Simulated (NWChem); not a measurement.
Molecule: ZrO; SMILES [O]=[Zr]

Computed with NWChem. The geometry was optimised at PBE0-D3(BJ)/def2-TZVP. def2 effective core potentials on Zr; no spin-orbit coupling.

For level MPW1K/def2-SVP:

```
Property                     Value
---------------------------  -----
highest occupied level (eV)  -3.28
orbital gap (eV)              1.33
dipole (D)                    7.00
```

Q: What are these values for level CAM-B3LYP/def2-SVP?

A: The highest occupied level (eV) is -3.76 and the orbital gap (eV) is 2.09. The dipole (D) comes out as 6.76.
